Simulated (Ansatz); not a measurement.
BClH4SSi, SMILES `S[SiH2]BCl`. The species carries charge 0 and has multiplicity 1. The geometry is a stationary point of PBE0-D4/def2-TZVP. It is one conformer, not always the lowest.

```xyz
8

S    -1.248    1.290   -1.063
Si   -0.246    0.518    0.679
B     0.413   -1.271    0.050
Cl    1.929   -1.360   -0.806
H    -0.154    1.235   -1.841
H    -1.313    0.439    1.709
H     0.832    1.432    1.143
H    -0.213   -2.283    0.130
```

Task: What is the dipole moment at r2SCAN/def2-TZVPP? (Best estimate.)

Result: Ansatz gave: 0.71 D, with components (0.55, -0.25, 0.38) D in this frame, pointing from negative to positive charge.

Task: And with PBE, B3LYP, ωB97M-V? (Best estimate.)

Result: Computed: PBE 0.66 D, B3LYP 0.77 D, ωB97M-V 0.86 D.

Task: Give the Mulliken charges with r2SCAN, B3LYP, PBE in def2-TZVPP. (Best estimate.)

Result: Ansatz gave: 
```csv
atom,r2SCAN,B3LYP,PBE
S1,-0.26,-0.26,-0.24
Si2,0.29,0.24,0.18
B3,0.09,0.10,0.09
Cl4,-0.11,-0.11,-0.09
H5,0.11,0.11,0.12
H6,-0.07,-0.06,-0.05
H7,-0.07,-0.06,-0.05
H8,0.02,0.05,0.03
```

B3LYP here is the variant with VWN-RPA as its local correlation; programs differ in this.
